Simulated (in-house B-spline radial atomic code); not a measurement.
# Cr V (Cr4+): [Ne] 3s2 (3p1/2)1 (3p3/2)4 (3d3/2)2 (7g7/2)1 (an excited or competing configuration)

Method: Dirac-Hartree-Fock, average of the jj configuration, Fermi nucleus of rms radius 3.6452 fm. Calculated with an all-electron radial atomic-structure program (B-spline basis).

Z_r = [3n² - l(l+1)]/(2<r>); Z_e = n√(-2ε); the last column is Slater's effective charge. Values are occupation-weighted means over j.

```
shell  electrons   ε (eV)  <r> (bohr)    Z_r    Z_e  Slater
   1s          2  -6134.7     0.06351  23.62  21.23   23.70
   2s          2  -813.14      0.2906  20.64  15.46   19.85
   2p          6  -694.23      0.2587  19.33  14.29   19.85
   3s          2  -170.45      0.8609  15.68  10.62   13.10
   3p          5  -135.13      0.8977  13.93   9.45   13.10
   3d          2  -86.651      0.9526  11.02   7.57    6.65
   7g          1  -6.9477       12.68   5.01   5.00       -
```

The least bound orbital is 7g7/2 at -6.948 eV, and it is also the most diffuse (<r> = 12.68 bohr).

For the 1s electron the small component carries 0.743 % of the norm, the zero-frequency Breit interaction raises the level by 6.457 eV, self-energy by 3.131 eV, and vacuum polarisation lowers it by 0.2551 eV.
